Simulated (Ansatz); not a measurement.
isopropylamine (C3H9N), singlet, geometry from GFN2-xTB; REVPBE/STO-3G (Ansatz, a quantum-chemistry and plane-wave program).

Input for Ansatz:
Ansatz 0.2 input:
```yaml
crystal:
  periodic: [false, false, false]
  atoms:
    - {symbol: C, position_ang: [-0.55074727, 1.20834839, 0.55776403]}
    - {symbol: C, position_ang: [-0.02067297, 0.10676757, -0.35647522]}
    - {symbol: C, position_ang: [1.41796554, -0.25271909, 0.00598998]}
    - {symbol: N, position_ang: [-0.85140918, -1.07813945, -0.18294750]}
    - {symbol: H, position_ang: [0.07707166, 2.09290734, 0.49069274]}
    - {symbol: H, position_ang: [-0.55944536, 0.85426908, 1.58495686]}
    - {symbol: H, position_ang: [-1.56606888, 1.48164062, 0.27804161]}
    - {symbol: H, position_ang: [-0.03583892, 0.48038112, -1.39989505]}
    - {symbol: H, position_ang: [1.80168043, -1.01771274, -0.66584247]}
    - {symbol: H, position_ang: [1.45077322, -0.63760163, 1.02154993]}
    - {symbol: H, position_ang: [2.05787853, 0.62286433, -0.06447093]}
    - {symbol: H, position_ang: [-0.53006274, -1.82902725, -0.78415752]}
    - {symbol: H, position_ang: [-1.81539543, -0.87512591, -0.42391542]}
basis:
  gaussian:
    orbitals: STO-3G
hamiltonian:
  xc: revpbe
```

Problem. What does Ansatz print? Leave out banner, timings and long lists.

Solution. 
```
Functional definition: revPBE
408 factors; integrals over basis functions are off by at most 4.3e-5 eV
mean field evaluation 1: about -4687.6299 eV, gradient 1.4e1 eV
mean field evaluation 2: about -4687.4851 eV, gradient 1.6e1 eV
mean field evaluation 4: about -4688.1925 eV, gradient 3.3e-1 eV
mean field evaluation 8: about -4688.0711 eV, gradient 4.5e-3 eV
mean field -4688.07110325 eV, -172.2834353556 hartree, gradient 4.8e-5 eV, S^2 0.000000; 0 other end points of the search recorded, 0 dependent functions left out
reference -4688.07113340 eV, -172.2834364638 hartree; 17, 17 occupied and 12, 12 virtual orbitals, 408 factors
Total energy: -4688.07113340 eV, -172.2834364638 hartree
```
